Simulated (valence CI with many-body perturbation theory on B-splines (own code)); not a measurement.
Values are calculated unless marked as measured or tabulated.
# Hg⁷⁴⁺ in three bases

Method: relativistic CI+MBPT: four valence electrons over a frozen Dirac-Fock core [He], radial functions for each j: 9 s, 9 p, 8 d, 6 f, 3 g, 1 h, with the one-electron correlation potential Σ1 (screened to all orders), the two-electron term Σ2, the three-electron term Σ3, Breit, model QED; selected single and double excitations, second order for the rest, scaled by the run's own slope (own B-spline code, finite nucleus).

No measured spectrum was set against this ion. As an estimate, large intervals hold to a few tenths of a per cent, small ones and those within an open d or f shell to about a per cent.

The reference run has the lowest level (2s^2 2p1/2^2) J=0 and an ionisation energy of 22123.8 eV. Its largest variational space holds 19999 state functions.

Levels are named by their leading jj configuration (3d3/2^4 stands for four electrons in 3d with j = 3/2), which in mixed levels can hold well under half, so a name can repeat and another be missing. Letters in brackets count levels of one name in rising energy.

Changed runs:
A. basis 6 s, 6 p, 5 d, 3 f, 1 g
B. basis 5 s, 5 p, 4 d, 2 f

Excitation energies of the reference run in eV, and shifts in cm⁻¹:

```tsv
Level	Reference	A	B
(2s^2 2p1/2 2p3/2) J=1	2033.1	+173	-84
(2s^2 2p1/2 2p3/2) J=2	2051.3	+351	+335
(2s 2p1/2^2 2p3/2) J=2	2377.8	+45	-412
(2s 2p1/2^2 2p3/2) J=1	2475.6	+108	-23
(2s^2 2p3/2^2) J=2	4114.5	+372	+104
(2s^2 2p3/2^2) J=0	4185.1	+280	+227
(2s 2p1/2 2p3/2^2) J=2 [a]	4379.7	+56	-740
(2s 2p1/2 2p3/2^2) J=3	4425.6	+432	+27
(2s 2p1/2 2p3/2^2) J=0	4498.8	+16	-355
(2s 2p1/2 2p3/2^2) J=1 [a]	4523.9	+284	-56
(2s 2p1/2 2p3/2^2) J=2 [b]	4532.1	+426	+332
(2s 2p1/2 2p3/2^2) J=1 [b]	4537.3	+259	+31
Ionisation energy (eV)	22123.8	+0.033	-0.061
```
